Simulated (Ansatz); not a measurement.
`[CH3][InH][CH2][SiH3]`, relaxed with RKS PBE0-D4/def2-TZVP in Ansatz from a PBE-D4/def2-SVP geometry. The force threshold is 0.005 eV/Å; the program also tests the step.

Total charge 0; spin multiplicity 1. In takes the def2 core potential.

Start:

```xyz
13

C     1.496    1.426    1.335
In    0.619    1.129   -0.645
C    -0.107   -0.887   -1.156
Si   -1.600   -1.397   -0.133
H     0.677    1.638    2.053
H     2.017    0.508    1.671
H     2.199    2.281    1.343
H     0.435    2.419   -1.816
H    -0.343   -0.930   -2.239
H     0.726   -1.593   -0.948
H    -2.752   -0.446   -0.358
H    -1.269   -1.357    1.340
H    -2.098   -2.790   -0.449
```

```csv
step,energy (eV),largest force (eV/Å),largest move (Å)
1,-15266.8285,0.453,0.000
2,-15266.8778,0.185,0.058
3,-15266.8826,0.068,0.020
4,-15266.8830,0.024,0.019
5,-15266.8833,0.009,0.021
6,-15266.8835,0.013,0.032
7,-15266.8836,0.027,0.060
8,-15266.8837,0.018,0.009
9,-15266.8838,0.005,0.006
10,-15266.8839,0.003,0.012
11,-15266.8840,0.011,0.050
12,-15266.8841,0.015,0.053
13,-15266.8842,0.011,0.009
14,-15266.8842,0.010,0.021
15,-15266.8842,0.009,0.010
16,-15266.8842,0.006,0.015
17,-15266.8842,0.004,0.002
```

End:

```xyz
13

C     1.579    1.433    1.300
In    0.546    1.115   -0.562
C    -0.077   -0.901   -1.064
Si   -1.647   -1.394   -0.201
H     0.843    1.617    2.087
H     2.156    0.550    1.580
H     2.242    2.297    1.247
H     0.168    2.396   -1.662
H    -0.209   -0.972   -2.146
H     0.724   -1.586   -0.766
H    -2.753   -0.456   -0.551
H    -1.466   -1.328    1.278
H    -2.107   -2.771   -0.538
```

Run time 71 s (4 threads of an Arm Neoverse V1 on a shared host); peak host memory 0.6 GiB.
